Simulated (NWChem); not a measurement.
Molecule: SiH2O2F2; SMILES F[Si](O)(O)F

```xyz
7

O      1.0807     0.7529     0.9768
Si     0.0000     0.0000     0.0254
O     -1.0807    -0.7529     0.9768
F      0.7636    -1.0183    -0.9577
F     -0.7636     1.0183    -0.9577
H      1.9660     0.8873     0.6276
H     -1.9660    -0.8873     0.6276
```
Atoms are numbered in this order, from 1.

Computed with NWChem. Pople sets run with spherical d functions. Medium grid unless said otherwise, to which SCAN and Minnesota functionals are sensitive. The geometry was optimised at PBE0/def2-SVP. B3LYP is NWChem's, with the RPA form of VWN correlation. Total energies of different functionals are on different scales.

```csv
level,energy (Ha),highest occupied level (eV),orbital gap (eV),dipole (D),relative time
B3LYP/6-31G*,-641.0316,-9.48,9.93,0.38,1
PBE/6-31G*,-640.5129,-7.88,7.71,0.36,2
LRC-wPBEh/6-31G*,-640.5820,-11.76,14.34,0.40,4
M06-L/6-31G*,-640.9747,-8.39,8.96,0.36,2
PW91/6-31G*,-640.8904,-7.96,7.64,0.35,2
revPBE/6-31G*,-640.8221,-7.84,7.76,0.36,1
OLYP/6-31G*,-640.9047,-7.81,7.64,0.33,2
"LC-wPBE (HJS exchange hole, range parameter 0.4 per bohr)/6-31G*",-640.6760,-12.77,16.08,0.46,4
```

Times are rough ratios from one shared machine.
